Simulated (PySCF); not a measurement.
Ge(H)3(OAc), SMILES CC(=O)[O][GeH3] (C₂H₆GeO₂) at its B3LYP/def2-SVP optimised geometry (Å):

```
11

Ge    -0.4617    -0.2666     0.0000
O     -1.0653    -1.1872     1.4844
C     -0.7210    -0.6574     2.6641
C     -1.2416    -1.4510     3.8378
O     -0.0586     0.3543     2.7501
H      1.0729    -0.2666     0.0000
H     -1.0353    -1.1410    -1.1267
H     -1.0729     1.1410     0.0000
H     -0.9412    -0.9717     4.7771
H     -0.8488    -2.4786     3.7941
H     -2.3387    -1.5226     3.7812
```

Method: B3LYP/def2-TZVP (PySCF). Cells within 0.4 Å of a nucleus heavier than hydrogen are left out (blank, or x).

Map of the electron localisation function on the plane z = 1.5 Å:

```
|0000000000000000000000000000000|
|0000000000000000000000000000000|
|0000000000000000000000000000000|
|0000000000000000000000000000000|
|0000000000000000000000000000000|
|0000000000000000000000000000000|
|0000000000000000000000000000000|
|0000000000000000000000000000000|
|0000000000000000000000000000000|
|0000000000000000000000000000000|
|0000000000000001100000000000000|
|0000000000000011110000000000000|
|0000000000000012210000000000000|
|0000000000000011210000000000000|
|0000000000000001110000000000000|
|0000000111110000000000000000000|
|0000012345442100000000000000000|
|0000135677776310000000000000000|
|0001246889888641000000000000000|
|0001357898xx8863000000000000000|
|000146899xxxx874100000000000000|
|000146899xxx8975200000000000000|
|0001368999999975200000000000000|
|0000257899999875200000000000000|
|0000135789998764100000000000000|
|0000024577777642100000000000000|
|0000002345555421000000000000000|
|0000000122332110000000000000000|
|0000000000000000000000000000000|
|0000000000000000000000000000000|
|0000000000000000000000000000000|
```
Scale: ten equal steps from 0.000 (start of '0') to 0.913 (end of '9'), in the order '0123456789'; x runs from -3.50 to 3.50, y from -3.50 (bottom) to 3.50 (top).
